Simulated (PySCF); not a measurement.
This sextet lies 0.75 eV below the relaxed quartet at the level B3LYP-D3(BJ)/def2-TZVP // BP86-D3(BJ)/def2-SVP (PySCF).

**[Fe(Cl)3] (charge 0, multiplicity 6)**

Method: TPSSh-D3(BJ)/def2-TZVP // BP86-D3(BJ)/def2-SVP (PySCF).

```
Item                                                                            Result
----------------------------------------------  --------------------------------------
highest occupied spin orbital                                                 -8.27 eV
dipole moment                                                                0.002 e·Å
charge on the central atom (Mulliken)                                           0.87 e
charge on the central atom (meta-Löwdin)                                        1.37 e
spin population on the central atom (Mulliken)                                    4.01
total energy                                                             -2644.5741 Ha
cost                                            about 12 core-minutes (a rough figure)
```

Bonds (Å): Fe1–Cl2 2.151, Fe1–Cl3 2.151, Fe1–Cl4 2.151. Bond angles (°): Cl2–Fe1–Cl3 119.9, Cl2–Fe1–Cl4 120.0, Cl3–Fe1–Cl4 120.1.
Charge 0, spin multiplicity 6.
